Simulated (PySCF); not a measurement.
C₇H₇O, doublet, geometry from GFN2-xTB; SVWN5/6-31G* run with PySCF.

PySCF was given this input:
```python
from pyscf import gto, scf, dft

mol = gto.Mole()
mol.atom = '''
    C    -2.77224684    0.54815189    0.34780062
    O    -1.86818656   -0.24235512   -0.23707578
    C    -0.53228098   -0.10977896   -0.09967372
    C     0.24022422   -1.05301642   -0.79563678
    C     1.61388285   -1.01345005   -0.72752880
    C     2.25181864   -0.03948627    0.03051257
    C     1.49393597    0.89397946    0.71847684
    C     0.11435340    0.87017912    0.66228818
    H    -3.78808503    0.29336990    0.12893316
    H    -2.51137599    1.35835882    0.99776713
    H    -0.27220511   -1.80207362   -1.37916170
    H     2.19678892   -1.74483227   -1.26732075
    H     3.32908081   -0.00993996    0.08295061
    H     1.98366380    1.65440734    1.30918225
    H    -0.45049826    1.61007813    1.20682233
'''
mol.basis = '6-31g*'
mol.spin = 1
mol.verbose = 5
mol.build()

mf = dft.UKS(mol)
mf.xc = 'lda,vwn'
mf.kernel()
```

Task: What does PySCF print? Leave out banner, timings and long lists.

Result: 
```
PySCF version 2.14.0

[INPUT] verbose = 5
[INPUT] max_memory = 4000
[INPUT] num. atoms = 15
[INPUT] num. electrons = 57
[INPUT] charge = 0
[INPUT] spin (= nelec alpha-beta = 2S) = 1
[INPUT] symmetry False subgroup None
[INPUT] Mole.unit = angstrom
[INPUT] Symbol           X                Y                Z      unit          X                Y                Z       unit  Magmom
[...]
[INPUT] ---------------- BASIS SET ----------------
[INPUT] l, kappa, [nprim/nctr], expnt,             c_1 c_2 ...
[INPUT] C
[...]
                                457.36951         0.0140373
                                103.94869         0.0688426
                                29.210155         0.2321844
                                9.286663          0.4679413
                                3.163927          0.362312
[...]
                                1.8812885         -0.1608542
                                0.5442493         1.1434564
[...]
                                1.8812885         0.316424
                                0.5442493         0.7443083
[...]
[INPUT] H
[...]
                                2.8253937         0.23472695
                                0.6401217         0.81375733
[...]
[INPUT] O
[...]
                                825.23495         0.0139501
                                188.04696         0.0684451
                                52.9645           0.2327143
                                16.89757          0.470193
                                5.7996353         0.3585209
[...]
                                3.5999336         -0.1480263
                                1.0137618         1.130767
[...]
                                3.5999336         0.3397528
                                1.0137618         0.7271586
[...]
nuclear repulsion = 336.70375052751
number of shells = 62
number of NR pGTOs = 244
number of NR cGTOs = 126
basis = 6-31g*
ecp = {}

******** <class 'pyscf.dft.uks.UKS'> ********
method = UKS
initial guess = minao
damping factor = 0
level_shift factor = 0
DIIS = <class 'pyscf.scf.diis.CDIIS'>
diis_start_cycle = 1
diis_space = 8
diis_damp = 0
SCF conv_tol = 1e-09
SCF conv_tol_grad = None
SCF max_cycles = 50
direct_scf = True
direct_scf_tol = 1e-13
number electrons alpha = 29  beta = 28
XC library pyscf.dft.libxc version 7.1.2
    S. Lehtola, C. Steigemann, M. J. T. Oliveira, and M. A. L. Marques,  SoftwareX 7, 1–5 (2018)
XC functionals = lda,vwn
    P. A. M. Dirac,  Math. Proc. Cambridge Philos. Soc. 26, 376 (1930)
    F. Bloch,  Z. Phys. 57, 545 (1929)
    S. H. Vosko, L. Wilk, and M. Nusair,  Can. J. Phys. 58, 1200 (1980)
radial grids:
    Treutler-Ahlrichs [JCP 102, 346 (1995); DOI:10.1063/1.469408] (M4) radial grids

becke partition: Becke, JCP 88, 2547 (1988); DOI:10.1063/1.454033
pruning grids: <function nwchem_prune>
grids dens level: 3
symmetrized grids: False
atomic radii adjust function: <function treutler_atomic_radii_adjust>
small_rho_cutoff = 0
Set gradient conv threshold to 3.16228e-05
atom C rad-grids = 75, ang-grids = [ 50  50  50  50  50  50  50  50  50  50  50  50  50  50  50  50  50  50
  50  50  50  50  86  86  86  86  86  86  86  86  86  86 266 266 266 266
 266 266 302 302 302 302 302 302 302 302 302 302 302 302 302 302 302 302
 302 302 302 302 266 266 266 266 266 266 266 266 266 266 266 266 266 266
 266 266 266]
atom O rad-grids = 75, ang-grids = [ 50  50  50  50  50  50  50  50  50  50  50  50  50  50  50  50  50  50
  50  50  50  50  50  86  86  86  86  86  86  86  86  86 266 266 266 266
 266 266 266 302 302 302 302 302 302 302 302 302 302 302 302 302 302 302
 302 302 302 302 302 266 266 266 266 266 266 266 266 266 266 266 266 266
 266 266 266]
atom H rad-grids = 50, ang-grids = [ 50  50  50  50  50  50  50  50  50  50  50  50  50  50  50  86  86  86
  86 266 266 266 266 266 302 302 302 302 302 302 302 302 302 302 302 302
 302 266 266 266 266 266 266 266 266 266 266 266 266 266]
tot_boxes 3640, boxes in each direction [18 12 11]
Padding 4 grids
[...]
  -0.69466106  -0.67404172  -0.62036829  -0.55025784  -0.5267877
  -0.4973371   -0.44418832  -0.44084332  -0.40678722  -0.39814086
  -0.38220349  -0.37392159  -0.32364458  -0.3202878   -0.31764933
  -0.28575002  -0.23137262  -0.22191443  -0.12939166  -0.03361153
  -0.01890296   0.0546939    0.08425406   0.10954155   0.11759378
   0.11920436   0.13550772   0.14261815   0.16334861   0.18889345
   0.22477901   0.26454451   0.27000321   0.29921681   0.3235246
   0.41370454   0.44597045   0.45280201   0.48169134   0.48795399
   0.50122468   0.52533126   0.53609616   0.54205176   0.55390017
   0.56000321   0.57165856   0.57373504   0.58591801   0.6034359
   0.60843709   0.62438025   0.70129523   0.76033968   0.78971237
   0.7952516    0.81087722   0.82845756   0.84859818   0.87317159
   0.88968084   0.89718191   0.9274413    0.92882657   0.95704595
   0.9905729    1.03671856   1.08539382   1.12682163   1.14066836
   1.15456154   1.18568713   1.2479617    1.33964644   1.3653347
   1.37098578   1.38543339   1.42731578   1.44406752   1.45524704
   1.47516361   1.5900303    1.66323667   1.70629629   1.75691988
   1.77073319   1.80261009   1.84547199   1.89586181   1.91174528
   1.91730709   1.96358092   2.01459723   2.06082183   2.06889408
   2.0943119    2.10474751   2.13806956   2.14993199   2.1836876
   2.24353794   2.29339151   2.30885347   2.44766048   2.47042873
   2.51862814   2.54751136   2.60420383   2.60531557   2.66540288
   2.67721188   2.70938284   2.83052199   2.92967966   3.15670558
   3.36624954]
  beta  mo_energy =
[-1.86773775e+01 -9.84064076e+00 -9.80809005e+00 -9.77865237e+00
 -9.77783042e+00 -9.77650383e+00 -9.77510321e+00 -9.77035743e+00
 -1.00432082e+00 -7.73970750e-01 -6.88500428e-01 -6.72987969e-01
 -6.12113748e-01 -5.49172700e-01 -5.19722889e-01 -4.90258058e-01
 -4.39012113e-01 -4.37483037e-01 -3.96070601e-01 -3.93022915e-01
 -3.79292297e-01 -3.72315429e-01 -3.20765917e-01 -3.15767772e-01
 -3.14631031e-01 -2.82819756e-01 -2.29722347e-01 -2.13310486e-01
 -8.66723124e-02 -3.20833015e-02 -1.20125309e-02  5.74658978e-02
  8.90966264e-02  1.15813056e-01  1.20596642e-01  1.21797837e-01
  1.41136644e-01  1.47143907e-01  1.64210020e-01  1.93094225e-01
  2.27542882e-01  2.65177593e-01  2.73052146e-01  3.00333034e-01
  3.26516725e-01  4.17750610e-01  4.55855488e-01  4.59282932e-01
  4.93664663e-01  5.01959166e-01  5.03599813e-01  5.31138397e-01
  5.38228591e-01  5.43405762e-01  5.55779063e-01  5.68459766e-01
  5.72813481e-01  5.74698683e-01  5.88350048e-01  6.10493285e-01
  6.17069663e-01  6.29688442e-01  7.03321074e-01  7.64907328e-01
  7.90945636e-01  7.96045198e-01  8.12798463e-01  8.33189875e-01
  8.52245972e-01  8.76800603e-01  8.91968822e-01  9.04288798e-01
  9.32165271e-01  9.39228335e-01  9.60758997e-01  9.98641117e-01
  1.03981314e+00  1.08762123e+00  1.12863930e+00  1.14345933e+00
  1.15681727e+00  1.18770967e+00  1.25792830e+00  1.34123750e+00
  1.36790442e+00  1.37268155e+00  1.39192567e+00  1.42918923e+00
  1.44518038e+00  1.47379407e+00  1.47962389e+00  1.62720543e+00
  1.66668333e+00  1.71061621e+00  1.76021201e+00  1.77267963e+00
  1.81115534e+00  1.84696081e+00  1.90205052e+00  1.91254327e+00
  1.92007935e+00  1.98002648e+00  2.01627375e+00  2.06683426e+00
  2.07182802e+00  2.10250015e+00  2.12060293e+00  2.15235810e+00
  2.16008728e+00  2.18772241e+00  2.24486604e+00  2.30505248e+00
  2.31752637e+00  2.45242280e+00  2.48018957e+00  2.52057048e+00
  2.55238710e+00  2.60791096e+00  2.60941019e+00  2.66633295e+00
  2.67826718e+00  2.71243337e+00  2.83295754e+00  2.93322610e+00
  3.16018715e+00  3.36722642e+00]
multiplicity <S^2> = 0.75197134  2S+1 = 2.0019704
nelec by numeric integration = [29.00000299 27.99999515]
E1 = -1134.5112443561484  E2 = 454.7585544488978  Ecoul = 500.8856579937558  Exc = -46.12710354485796
Extra cycle  E= -343.04893937974  delta_E= 2.14e-10  |g|= 2.16e-05  |ddm|= 3.26e-05
converged SCF energy = -343.04893937974  <S^2> = 0.75197134  2S+1 = 2.0019704
```
